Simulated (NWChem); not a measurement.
Molecule: BNH2BrCl; SMILES NB(Br)Cl

```xyz
6

B      0.4367    -0.5811     0.0000
Cl    -0.7126    -1.9203     0.0000
Br    -0.2098     1.2340     0.0000
N      1.8008    -0.8269     0.0000
H      2.4874    -0.0842     0.0000
H      2.1790    -1.7656     0.0000
```
Atoms are numbered in this order, from 1.

All runs: NWChem. Coordinates come from a PBE0/def2-SVP optimisation. B3LYP is NWChem's, with the RPA form of VWN correlation. Ions are spin-unrestricted doublets at the neutral geometry; other ion states weren't tried.

For level PBE/def2-SVP:

| Quantity | Value |
|---|---|
| −ε(HOMO) (eV) | 6.71 |

Problem. How do the values read with level B3LYP/def2-SVP instead?

Solution. The −ε(HOMO) (eV) is 7.74.
